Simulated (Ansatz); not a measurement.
Born–Oppenheimer molecular dynamics of F$_{3}$HSi (5 atoms, charge 0, multiplicity 1). It starts at the highest image of a converged band. Of that band: Neighbouring images differ by up to 1.5 eV, so the band resolves the path poorly. A vibrational analysis at the climbing image gives one clearly imaginary mode, 1301i cm⁻¹: a first-order saddle point.

Level of theory: RKS B3LYP-D4/def2-SVP (Ansatz 0.2.0).

```json
{"ensemble": "NVE (velocity Verlet)", "time step": "0.5 fs", "steps asked": "200", "starting velocities drawn for": "300 K", "seed": "10732"}
```

First frame:

```xyz
5
Properties=species:S:1:pos:R:3
Si -0.286 0.000 0.324
H 0.988 0.000 1.369
F 1.610 0.000 0.341
F -0.596 1.276 -0.620
F -0.596 -1.276 -0.620
```

(1) How far do the bonds stretch over the last three quarters of this one trajectory? (Pairs bonded in most of those frames.)

## Answers

(1) 
```tsv
bond	mean (Å)	spread (Å)	shortest	longest
Si1–H2	1.648	0.163	1.33	1.97
Si1–F3	1.658	0.123	1.47	1.84
Si1–F4	1.608	0.033	1.55	1.67
Si1–F5	1.615	0.042	1.55	1.70
```

Mean temperature of the second half: 4074 K. The conserved energy stayed within 1.1 meV per atom of its start (net change -0.53 meV per atom), so the integration is sound. The kinetic energy rose, since the run started high on the potential surface and went downhill. A run of 0.1 ps of so small a system gives no equilibrium averages. The orbitals stay closed-shell, which can raise the energy where a bond breaks towards radicals; this wasn't checked here.

The run took 2.7 min on 1 thread of Intel(R) Xeon(R) 6975P-C (Granite Rapids) (shared host), peak memory 0.14 GiB.
